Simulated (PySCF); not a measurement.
**How methods differ on the ionisation energy of Dy⁴⁸⁺**

Dy⁴⁸⁺ [Ar] → Dy⁴⁹⁺ [Ne] 3s2 3p5 [3p1/2^2 3p3/2^3, M_J = 3/2], as a difference of total energies. Computed with PySCF 2.14 in an uncontracted even-tempered set (18 s from 12 bohr⁻², ratio 2.4; 14 p from 16 bohr⁻², ratio 2.4; 4 d from 60 bohr⁻², ratio 2.6; 4 f from 90 bohr⁻², ratio 2.6), with the two-component X2C-1e Hamiltonian. Correlated levels: 1s2 frozen; the 54 highest virtual spinors dropped. "Screened" scales the spin-orbit matrix elements by Boettger's factors to mimic the two-electron term; Breit and QED terms are absent.

```json
{"method": "GHF (spin-free)", "ionisation energy (eV)": "4366.7"}
{"method": "GMP2 (spin-free)", "ionisation energy (eV)": "4367.6"}
{"method": "GHF (screened spin-orbit)", "ionisation energy (eV)": "4305.2"}
{"method": "GMP2 (screened spin-orbit)", "ionisation energy (eV)": "4306.1"}
```

Breit and QED terms and the two-electron picture change are absent.

The spin-free rows lack the spin-orbit shift.

For comparison: 4303 ± 4 eV (theoretical estimate listed by NIST; NIST Atomic Spectra Database, ionization energies).
